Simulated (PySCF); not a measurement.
The same groups moved round the core (benzothiophene cyano+boryl). Gas-phase values, no solvent. One relaxed conformer stands for each flexible species; it need not be the lowest. Strings in code marks are SMILES.

The four lowest singlet excitations (Tamm–Dancoff). These are PBE-D3(BJ)/def2-TZVP // r2SCAN-D4/def2-SVP (PySCF) values and carry that method's errors. Excitations are Tamm–Dancoff values on a coarser integration grid. The basis has no diffuse functions, so Rydberg states are missing or too high.

```
state  energy (eV)  wavelength (nm)  oscillator strength
-----  -----------  ---------------  -------------------
S1            3.25              382                0.055
S2            3.92              317                0.009
S3            4.42              280                0.250
S4            4.53              274                0.000
```

### Question
Which member gives these states?
A. `Bc1c(C#N)ccc2ccsc12`
B. `Bc1cc2ccsc2cc1C#N`
C. `Bc1cc2c(C#N)cccc2s1`
D. `Bc1cc(C#N)cc2sccc12`

### Answer
B, `Bc1cc2ccsc2cc1C#N`
